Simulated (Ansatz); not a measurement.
`CC[CH2][AlH][F]` + `CN[SiH3]` → `C[N]([SiH3])[AlH][F]` + propane  (ligand exchange at the Al–C bond)

Program: Ansatz. Geometries: PBE0-D4/def2-TZVP. ΔE: electronic, gas phase. CCSD(T)/CBS adds triple-zeta CCSD(T) − MP2 to the extrapolated MP2 energy (def2 sets, frozen cores). Functionals use def2-TZVPP. B3LYP here is the variant with VWN-RPA as its local correlation; programs differ in this. One conformer a species, not always the lowest.

```tsv
level	ΔE (kcal/mol)	difference from CCSD(T)/CBS
PBE-D4	-24.8	2.1
r2SCAN-D4	-26.9	0.0
PBE0-D4	-25.3	1.6
B3LYP-D4	-26.7	0.2
ωB97X-V	-26.1	0.8
ωB97M-V	-26.0	0.9
B2PLYP	-26.8	0.1
r2SCAN	-26.8	0.1
B3LYP	-25.6	1.3
CCSD/def2-TZVPP	-27.3	-0.4
HF/def2-QZVPP	-27.1	-0.2
MP2/def2-QZVPP	-27.7	-0.8
SCS-MP2/def2-QZVPP	-27.7	-0.8
HF/CBS(def2)	-27.1	-0.2
MP2/CBS(def2)	-27.4	-0.5
CCSD/CBS(def2)	-26.7	0.2
CCSD(T)/CBS	-26.9	0
```

Largest T1 diagnostic among the species: 0.012.

The D4 term adds −1.1 kcal/mol with B3LYP and −0.6 kcal/mol with PBE0; it sums over pairs of atoms, weighted by their polarisabilities, and B3LYP, whose exchange is more repulsive, gets the larger term.
